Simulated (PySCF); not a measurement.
Orbital picture of RbCa

PBE0 at R = 4.452 Å; Rb def2-SVP with ECP28, Ca def2-SVP; scalar-relativistic core potentials (PySCF 2.14). State: ²Σ⁺ (doublet), unpaired electrons σ ↑. Only the outer orbitals are listed, counted within each symmetry, core potentials removing the inner ones.

```csv
spin,orbital,occ.,ε (eV),on Rb (%),main shells (%)
α,2π,1,-30.35,0,100 Ca p
α,2π,1,-30.35,0,100 Ca p
α,6σ,1,-30.31,0,100 Ca p
α,3π,1,-17.80,100,100 Rb p
α,3π,1,-17.80,100,100 Rb p
α,7σ,1,-17.76,100,100 Rb p
α,8σ,1,-4.42,14,"86 Ca s, 11 Rb s"
α,9σ,1,-2.83,76,"81 Rb s, 12 Ca p, 10 Ca s"
α,10σ,0,-1.01,70,"71 Rb p, 24 Ca p"
α,4π,0,-0.94,67,"56 Rb p, 26 Ca p, 12 Rb d"
α,4π,0,-0.94,67,"56 Rb p, 26 Ca p, 12 Rb d"
β,2π,1,-30.33,0,100 Ca p
β,2π,1,-30.33,0,100 Ca p
β,6σ,1,-30.26,0,100 Ca p
β,3π,1,-17.73,100,100 Rb p
β,3π,1,-17.73,100,100 Rb p
β,7σ,1,-17.69,100,100 Rb p
β,8σ,1,-4.19,16,"83 Ca s, 8 Rb s"
β,9σ,0,-1.47,75,"81 Rb s, 12 Ca p, 9 Ca s"
β,4π,0,-0.80,52,"34 Rb p, 33 Ca p, 18 Rb d"
β,4π,0,-0.80,52,"34 Rb p, 33 Ca p, 18 Rb d"
```

Which are the highest filled and the lowest empty level, where do they sit, and how wide is the gap?

Highest filled α 9σ at -2.83 eV (in %: 81 Rb s, 12 Ca p, 10 Ca s); lowest empty β 9σ at -1.47 eV (in %: 81 Rb s, 12 Ca p, 9 Ca s); the gap at PBE0 is 1.36 eV.

The bond order (Mayer) is 0.43, the ⟨S²⟩ is 0.765 and the charge on Rb (Mulliken, basis-dependent) is -0.06. The charge on Rb (Löwdin, basis-dependent) is -0.24 and the dipole moment (positive dipole means Rb(−)Ca(+)) is -2.57 D. The polarisability along the bond is 860.0 bohr³ and the polarisability across the bond is 338.1 bohr³.

Spin–orbit coupling is left out. The state is the lowest determinant that a PBE0 search found; another state may lie lower at other levels.
